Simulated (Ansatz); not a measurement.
`C#CC[SiH2]F` + `BC(F)OC=O` → `BC(F)[SiH2]F` + `C#CCOC=O`  (formal exchange of groups at the Si–C bond)

Gas-phase electronic energies from Ansatz, PBE0-D4/def2-TZVP geometries. CCSD(T)/CBS is the MP2 limit (def2-TZVPP, def2-QZVPP) plus CCSD(T) − MP2 in def2-TZVPP, frozen cores. Functionals use def2-TZVPP. B3LYP here is the variant with VWN-RPA as its local correlation; programs differ in this. Each species was taken in one conformer, which may not be the lowest.

Task: Is it downhill or uphill in electronic energy at CCSD(T)/CBS, and by how much? (Best estimate.)

Result: Ansatz gave: Uphill: ΔE = +29.1 kJ/mol.

Task: What do these levels give: PBE0-D4, ωB97X-V, B3LYP, HF/def2-TZVPP, MP2/def2-TZVPP, SCS-MP2/def2-TZVPP? (Best estimate.)

Result: Computed: PBE0-D4 27.7, ωB97X-V 29.5, B3LYP 25.8, HF/def2-TZVPP 39.9, MP2/def2-TZVPP 32.3, SCS-MP2/def2-TZVPP 31.6 kJ/mol.

Largest T1 diagnostic among the species: 0.015.

In def2-TZVPP, CCSD(T) changes the Hartree–Fock value by −10.0 kJ/mol (the triples alone add −1.7 kJ/mol) and MP2 by −7.6 kJ/mol. From PBE to PBE0 (25 % exact exchange), in def2-TZVPP and without D4, ΔE moves by +6.0 kJ/mol.
